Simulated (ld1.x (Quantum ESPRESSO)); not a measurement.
# Before and after: TM potential for Ce

cerium, norm-conserving Troullier–Martins (Kleinman–Bylander form), made with ld1.x (Quantum ESPRESSO) 7.5 (BP86, non-relativistic). Core [Kr] 4d10 5s2, reference 4f1 5p6 5d1 6s1 6p0 (charge +1). Waves: 6s (bound): rc 2.70 bohr; 5p (bound): rc 3.10 bohr; 4f (bound): rc 1.10 bohr; 5d (bound): rc 2.15 bohr. Local part: the d channel. Core correction: a·sin(br)/r model core inside 0.55 bohr.

Change: wave 6s (bound): rc 2.70 bohr becomes 6s (bound): rc 2.26 bohr.

Cutoffs: the cutoffs (Ry, on a coarse ladder) from which the occupation-weighted sum of valence levels, in a spherical-Bessel basis at the reference potential, stays within 10 and 1 mRy of its value at 400 Ry; they do not see the model core or the augmentation charge, which bear on the density cutoff. Errors are all-electron minus pseudo energies relative to the spin-unpolarised reference configuration.

**Question.** How do hardness, ghosts and transferability respond?

**Answer.** The potential gets neither clearly harder nor softer (230 Ry and 260 Ry → 230 Ry and 260 Ry); both files keep a bound ghost (s); the number of tests that count goes from 7 to 5; of the 5 tests that both files solve, the error grows in 4 and shrinks in 1 by more than 15 % and 0.3 meV (median size 9.8 → 39.6 meV).

```csv
quantity,base,changed
"cutoff, loose",230 Ry,230 Ry
"cutoff, tight",260 Ry,260 Ry
loose cutoff by channel (10 mRy a level),"s 10 Ry, p 10 Ry, f 230 Ry, d 10 Ry","s 70 Ry, p 10 Ry, f 230 Ry, d 10 Ry"
bound ghosts,s,s
"tests counted (converged, no solver errors)",7 of 7,5 of 7
"error for 4f1 5p6 5d1 6s2 6p0, meV [ΔE -5.92 eV]",-12,-40
"error for 4f1 5p6 5d1 6s0 6p0, meV [ΔE 10.67 eV]",-5.9,-52
"error for 4f1 5p6 5d0 6s0 6p0, meV [ΔE 30.43 eV]",-9.8,-52
"error for 4f2 5p6 5d1 6s0 6p0, meV [ΔE -3.14 eV]",-240,-26
"error for 4f1 5p6 5d1 6s1.5 6p0, meV [ΔE -3.54 eV]",-3.1,-11
s: phases at 3.35 bohr within 0.05 rad from the reference energy up to (Ry; the scan ends near 5),3.1,3.0
p: phases at 3.35 bohr within 0.05 rad from the reference energy up to (Ry; the scan ends near 5),-0.7,-0.7
d: phases at 3.35 bohr within 0.05 rad from the reference energy up to (Ry; the scan ends near 5),1.4,1.4
f: phases at 3.35 bohr within 0.05 rad from the reference energy up to (Ry; the scan ends near 5),0.2,0.2
```

Changed file: Tests not counted: 4f1 5p5 5d1 6s2 6p0 (solver errors, printed error -620 eV); 4f0 5p6 5d2 6s2 6p0 (solver errors, printed error -10.7 eV). These tests converged, but a pseudo level misses the all-electron one widely, so the file describes the atom poorly there or has found another state: 4f1 5p6 5d1 6s0 6p0: empty 6s by 2.9 eV (a node warning on the way). A true bound ghost makes a file unfit for plane-wave use even where its test errors are small: the radial tests pick states by their node count and pass the ghost by. Where a test does run into it, the solver fails or the error is huge.
